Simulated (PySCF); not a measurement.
C2H9NOSi2, SMILES C=CO[SiH2]N[SiH3].

The structure is a stationary point at PBE-D3(BJ)/def2-SVP. The structure was generated by enumeration, and PubChem lists no compound with its InChIKey, so it may never have been made. The values are those of a single conformer.

Computed with PySCF 2.14.0 with PBE-D3(BJ)/def2-SVP.

Frequencies are harmonic and unscaled.

Q: Estimate the vibrational spectrum. (Estimate from the structure and the level; the computed values follow.)

A: 
```json
[
 {"mode": "1", "ν (cm⁻¹)": "38", "IR (km/mol)": "0.3", "moving atoms (share of kinetic energy)": "Si 43 %, C 23 %, H 20 %, N 13 %"},
 {"mode": "2", "ν (cm⁻¹)": "45", "IR (km/mol)": "1.1", "moving atoms (share of kinetic energy)": "H 53 %, C 40 %"},
 {"mode": "3", "ν (cm⁻¹)": "63", "IR (km/mol)": "0.4", "moving atoms (share of kinetic energy)": "H 71 %, O 12 %, C 10 %"},
 {"mode": "4", "ν (cm⁻¹)": "84", "IR (km/mol)": "0.6", "moving atoms (share of kinetic energy)": "H 47 %, O 20 %, N 16 %, C 12 %"},
 {"mode": "5", "ν (cm⁻¹)": "148", "IR (km/mol)": "2.0", "moving atoms (share of kinetic energy)": "O 36 %, H 22 %, C 19 %, N 15 %"},
 {"mode": "6", "ν (cm⁻¹)": "210", "IR (km/mol)": "0.5", "moving atoms (share of kinetic energy)": "Si 42 %, H 30 %, N 23 %"},
 {"mode": "7", "ν (cm⁻¹)": "271", "IR (km/mol)": "11.8", "moving atoms (share of kinetic energy)": "O 34 %, H 26 %, Si 15 %, C 13 %, N 12 %"},
 {"mode": "8", "ν (cm⁻¹)": "412", "IR (km/mol)": "30.6", "moving atoms (share of kinetic energy)": "H 67 %, C 17 %, N 9 %"},
 {"mode": "9", "ν (cm⁻¹)": "458", "IR (km/mol)": "51.2", "moving atoms (share of kinetic energy)": "H 40 %, C 23 %, Si 21 %, O 9 %"},
 {"mode": "10", "ν (cm⁻¹)": "578", "IR (km/mol)": "20.0", "moving atoms (share of kinetic energy)": "H 45 %, Si 43 %, N 10 %"},
 {"mode": "11", "ν (cm⁻¹)": "600", "IR (km/mol)": "2.4", "moving atoms (share of kinetic energy)": "H 74 %, Si 19 %"},
 {"mode": "12", "ν (cm⁻¹)": "689", "IR (km/mol)": "67.6", "moving atoms (share of kinetic energy)": "H 82 %, N 9 %, Si 9 %"},
 {"mode": "13", "ν (cm⁻¹)": "696", "IR (km/mol)": "12.6", "moving atoms (share of kinetic energy)": "H 68 %, C 25 %"},
 {"mode": "14", "ν (cm⁻¹)": "728", "IR (km/mol)": "15.7", "moving atoms (share of kinetic energy)": "H 37 %, O 29 %, Si 18 %, C 15 %"},
 {"mode": "15", "ν (cm⁻¹)": "738", "IR (km/mol)": "41.9", "moving atoms (share of kinetic energy)": "H 77 %, Si 9 %"},
 {"mode": "16", "ν (cm⁻¹)": "808", "IR (km/mol)": "58.1", "moving atoms (share of kinetic energy)": "H 62 %, N 28 %, Si 10 %"},
 {"mode": "17", "ν (cm⁻¹)": "811", "IR (km/mol)": "41.4", "moving atoms (share of kinetic energy)": "H 67 %, C 32 %"},
 {"mode": "18", "ν (cm⁻¹)": "872", "IR (km/mol)": "553.9", "moving atoms (share of kinetic energy)": "H 80 %, Si 17 %"},
 {"mode": "19", "ν (cm⁻¹)": "892", "IR (km/mol)": "11.7", "moving atoms (share of kinetic energy)": "H 96 %"},
 {"mode": "20", "ν (cm⁻¹)": "902", "IR (km/mol)": "186.6", "moving atoms (share of kinetic energy)": "H 94 %"},
 {"mode": "21", "ν (cm⁻¹)": "920", "IR (km/mol)": "88.7", "moving atoms (share of kinetic energy)": "H 68 %, N 19 %, Si 13 %"},
 {"mode": "22", "ν (cm⁻¹)": "924", "IR (km/mol)": "130.5", "moving atoms (share of kinetic energy)": "H 70 %, N 21 %, Si 10 %"},
 {"mode": "23", "ν (cm⁻¹)": "941", "IR (km/mol)": "20.8", "moving atoms (share of kinetic energy)": "H 88 %, C 12 %"},
 {"mode": "24", "ν (cm⁻¹)": "967", "IR (km/mol)": "42.5", "moving atoms (share of kinetic energy)": "H 84 %"},
 {"mode": "25", "ν (cm⁻¹)": "1000", "IR (km/mol)": "94.9", "moving atoms (share of kinetic energy)": "H 41 %, O 31 %, C 23 %"},
 {"mode": "26", "ν (cm⁻¹)": "1160", "IR (km/mol)": "208.8", "moving atoms (share of kinetic energy)": "H 63 %, N 27 %"},
 {"mode": "27", "ν (cm⁻¹)": "1189", "IR (km/mol)": "229.7", "moving atoms (share of kinetic energy)": "C 38 %, O 33 %, H 25 %"},
 {"mode": "28", "ν (cm⁻¹)": "1291", "IR (km/mol)": "25.1", "moving atoms (share of kinetic energy)": "H 87 %, C 9 %"},
 {"mode": "29", "ν (cm⁻¹)": "1357", "IR (km/mol)": "18.3", "moving atoms (share of kinetic energy)": "H 79 %, C 19 %"},
 {"mode": "30", "ν (cm⁻¹)": "1670", "IR (km/mol)": "195.4", "moving atoms (share of kinetic energy)": "C 87 %, H 12 %"},
 {"mode": "31", "ν (cm⁻¹)": "2144", "IR (km/mol)": "129.4", "moving atoms (share of kinetic energy)": "H 96 %"},
 {"mode": "32", "ν (cm⁻¹)": "2155", "IR (km/mol)": "134.2", "moving atoms (share of kinetic energy)": "H 97 %"},
 {"mode": "33", "ν (cm⁻¹)": "2183", "IR (km/mol)": "21.5", "moving atoms (share of kinetic energy)": "H 97 %"},
 {"mode": "34", "ν (cm⁻¹)": "2192", "IR (km/mol)": "140.8", "moving atoms (share of kinetic energy)": "H 97 %"},
 {"mode": "35", "ν (cm⁻¹)": "2218", "IR (km/mol)": "122.7", "moving atoms (share of kinetic energy)": "H 96 %"},
 {"mode": "36", "ν (cm⁻¹)": "3038", "IR (km/mol)": "20.9", "moving atoms (share of kinetic energy)": "H 92 %, C 8 %"},
 {"mode": "37", "ν (cm⁻¹)": "3100", "IR (km/mol)": "0.0", "moving atoms (share of kinetic energy)": "H 94 %"},
 {"mode": "38", "ν (cm⁻¹)": "3207", "IR (km/mol)": "2.5", "moving atoms (share of kinetic energy)": "H 89 %, C 11 %"},
 {"mode": "39", "ν (cm⁻¹)": "3488", "IR (km/mol)": "35.0", "moving atoms (share of kinetic energy)": "H 93 %"}
]
```
